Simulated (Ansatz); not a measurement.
Mulliken charges of `[CH3][V](=[NH])([OH])[Cl]` from B3LYP/def2-TZVPP in Ansatz (PBE0-D4/def2-TZVP geometry).

```
atom   x (Å)   y (Å)   z (Å)  charge (e)
  C1  -1.243  -0.390  -0.393      -0.448
  V2   0.508   0.377   0.207       0.975
  N3   0.804  -0.439   1.550      -0.539
  O4   1.707  -0.105  -0.999      -0.411
 Cl5   0.232   2.503   0.520      -0.291
  H6  -1.172  -1.470  -0.520       0.123
  H7  -1.990  -0.152   0.369       0.125
  H8  -1.500   0.096  -1.340       0.110
  H9   1.053  -0.862   2.435       0.171
 H10   1.684   0.391  -1.827       0.185
```

Problem. By hand: the dipole of these point charges (1 e Å = 4.8032 D).

Solution. Σ q r = (-0.217, -0.171, -0.285) e Å, of length 0.397 e Å = 1.91 D.

Problem. How does the dipole of the full density compare? (Estimate.)

Solution. Ansatz gave: (-0.085, -0.199, -0.096) e Å, 1.14 D; the point charges give 1.68 times that, at 32° from its direction.

Point charges leave out the atoms' own dipoles, such as those of lone pairs, and Mulliken's split depends on the basis, so the two needn't agree.

B3LYP here is the variant with VWN-RPA as its local correlation; programs differ in this.
